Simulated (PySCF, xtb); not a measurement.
Dimer: H2O (SMILES O) (first 3 atoms) with HCl (SMILES Cl); geometry from B3LYP-D3(BJ)/def2-TZVP, rigid monomers moved along the line of their centres of mass till O1···H5 is 2.58 Å.
(charge 0, multiplicity 1):
```xyz
5

O      0.2116     0.5618     0.1773
H      0.7237    -0.1570    -0.2099
H     -0.6615     0.5165    -0.2283
Cl     0.0571     0.3506     4.0531
H      0.1329     0.4709     2.7566
```

Interaction energies are E(AB) − E(A) − E(B) at the monomers' geometry in the complex; basis-set methods are counterpoise corrected. Rows marked so take none.

Rows in 6-31G* carry no dispersion term and start afresh at each structure (6-31G* with six Cartesian d functions). MP2/6-31G* freezes PySCF's default core.

Codes used: PySCF for 6-31G* rows; xtb for the GFN methods. Each number belongs to the level named beside it.

**Question.** One of these levels gives -4.13 kcal/mol for the interaction energy. Which?
A) GFN2-xTB
B) HF/6-31G* (no counterpoise)
C) MP2/6-31G* (no counterpoise)

**Answer.** B, HF/6-31G* (no counterpoise). The others give -3.19 (GFN2-xTB), -4.94 (MP2/6-31G* (no counterpoise))
